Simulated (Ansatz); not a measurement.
Al₆N₆: single points at one geometry.

```yaml
crystal:
  periodic: [false, false, false]
  atoms:
    - {symbol: Al, position_ang: [-0.975222, 1.371852, -1.050740]}
    - {symbol: Al, position_ang: [1.091442, -1.198414, 1.215338]}
    - {symbol: Al, position_ang: [0.716368, 1.224709, 1.367799]}
    - {symbol: Al, position_ang: [1.337414, -0.315398, -1.130240]}
    - {symbol: Al, position_ang: [-1.167645, -1.429782, -0.726126]}
    - {symbol: Al, position_ang: [-1.537937, 0.028551, 1.488705]}
    - {symbol: N, position_ang: [2.037761, 0.296009, 0.464391]}
    - {symbol: N, position_ang: [-0.977883, 1.717898, 0.713695]}
    - {symbol: N, position_ang: [0.165128, 0.580421, -2.275474]}
    - {symbol: N, position_ang: [0.053948, -0.247049, 2.406809]}
    - {symbol: N, position_ang: [-1.315806, -0.119750, -2.061974]}
    - {symbol: N, position_ang: [0.572423, -1.909067, -0.412163]}
basis:
  gaussian: {orbitals: def2-TZVP}
magnetization: {spin_polarized: true, initial_magnetization: 2}
hamiltonian: {xc: pbe0, dispersion: d4}
scf: {omitted_lower_state_checks: [starts]}
output: {orbitals: {seedname: orbitals}}
```

The file start.molden holds the orbitals of an earlier run on this structure, at another level or in another basis.

```sh
$ ansatz run in.yaml --threads 4 --pin off --events-out ev --progress --plain --max-ram 6963MiB
```

It prints (some lines left out):

```
Functional definition: PBE0
2604 factors; their error is unknown
the host lacks memory for fits, so the integrals are decomposed
2511 factors; integrals over basis functions are off by at most 9.3e-4 eV
mean field evaluation 1: about -48447.1371 eV, gradient 1.1e2 eV
mean field evaluation 2: about -47947.9407 eV, gradient 2.8e2 eV
mean field evaluation 4: about -48421.7271 eV, gradient 1.1e2 eV
mean field evaluation 8: about -48500.5503 eV, gradient 6.4e-1 eV
mean field evaluation 16: about -48500.8679 eV, gradient 2.8e-5 eV
mean field -48500.86788341 eV, -1782.3740196464 hartree, gradient 4.7e-6 eV, S^2 2.048091; 0 other end points of the search recorded, 0 dependent functions left out
reference -48500.86792174 eV, -1782.3740210548 hartree; 61, 59 occupied and 347, 349 virtual orbitals, 2511 factors
Total energy: -48501.65161425 eV, -1782.4028212235 hartree
Checks for a lower state left out: starts
```

Run time 63 s (4 threads of Arm Neoverse V2 on a shared host), peak host memory 3 GiB.

The first input with `gaussian: {orbitals: def2-TZVP, initial_orbitals: start.molden}`, `hamiltonian: {xc: pbe, dispersion: d4}` (abridged; 28 s):

```
Functional definition: PBE
mean field -48498.40806207 eV, -1782.2836228794 hartree, gradient 1.3e-5 eV, S^2 2.021342
Total energy: -48499.31509273 eV, -1782.3169556415 hartree
Checks for a lower state left out: starts
```

As the first input, with `gaussian: {orbitals: def2-TZVP, initial_orbitals: start.molden}`, `hamiltonian: {xc: r2scan, dispersion: d4}` (abridged; 69 s):

```
Functional definition: r2SCAN
mean field -48521.64730125 eV, -1783.1376491672 hartree, gradient 8.4e-6 eV, S^2 2.051075
Total energy: -48521.84936964 eV, -1783.1450750435 hartree
Checks for a lower state left out: starts
```

Geometry: PBE-D4/def2-SVP, that of the neutral singlet.

At PBE0-D4/def2-TZVP a singlet of charge 0 lies 1.16 eV below the triplet at the same geometry. The structure comes from a short search, and lower isomers may exist.
